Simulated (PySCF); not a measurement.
`[NH3+][InH3-]`, H6InN: coupling constants with relativity

Geometry:
| atom | x (Å) | y (Å) | z (Å) |
| --- | --- | --- | --- |
| N1 | -1.122 | -0.089 | -0.017 |
| In2 | 1.270 | 0.095 | 0.005 |
| H3 | -1.489 | -0.054 | -0.967 |
| H4 | -1.556 | 0.669 | 0.508 |
| H5 | -1.432 | -0.966 | 0.401 |
| H6 | 1.459 | -0.033 | 1.734 |
| H7 | 1.579 | -1.311 | -0.980 |
| H8 | 1.345 | 1.672 | -0.736 |

Method: indirect couplings at PBE0/pcJ-1 (dyall-v2z on In), isolated molecule, Gaussian nuclear model, structure from PBE0-D3(BJ)/def2-SVP; PySCF 2.14 with density-fitted X2C routines.

Non-relativistic values:
| coupling | atoms | J (Hz) |
| --- | --- | --- |
| 1J(115In,15N) | In2 – N1 | 29.2 |
| 1J(115In,1H) | In2 – H6/H7/H8 | 944.2 |
| 2J(115In,1H) | In2 – H3/H4/H5 | -2.4 |

**Question.** What do two-component X2C with spin–orbit coupling give?

**Answer.** 
```
     coupling           atoms  with spin–orbit (Hz)
1J(115In,15N)        In2 – N1                  45.6
 1J(115In,1H)  In2 – H6/H7/H8                1284.2
 2J(115In,1H)  In2 – H3/H4/H5                  -1.5
```

The largest listed coupling, 1J(115In,1H), ends at 1.36 times its non-relativistic value. Equivalent partners are averaged, as under fast rotation. Couplings to strongly quadrupolar nuclei (115In) are seldom resolved in solution.
